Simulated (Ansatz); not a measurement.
A structure drawn as `F[Si](F)I`, with this starting geometry:

```xyz
4

F    -1.0094    1.0773    0.6926
Si    0.1558    0.4538   -0.2258
F     1.3625    0.1483    0.7412
I    -0.5089   -1.6794   -1.2080
```

Charge 0, multiplicity 2. I takes the def2 core potential.

(1) Does it keep its bonds when Ansatz relaxes it at PBE-D4/def2-SVP and then PBE0-D4/def2-TZVP?

(2) Give the relaxed structure. (Best estimate.)

Atoms count as bonded under 1.1 times the sum of their covalent radii (H–H under 0.85 Å, pairs among N, O and F under 1.55 Å), and a drawn bond as lost past 1.3 times.

Answers

(1) Yes, every drawn bond is still there and no new one forms.

(2) The calculation gave: 
Z-matrix (Å, degrees):
```
Si
F 1 1.588
I 1 2.438 2 109.7
F 1 1.588 2 106.0 3 -118.4
```
All modes are real.
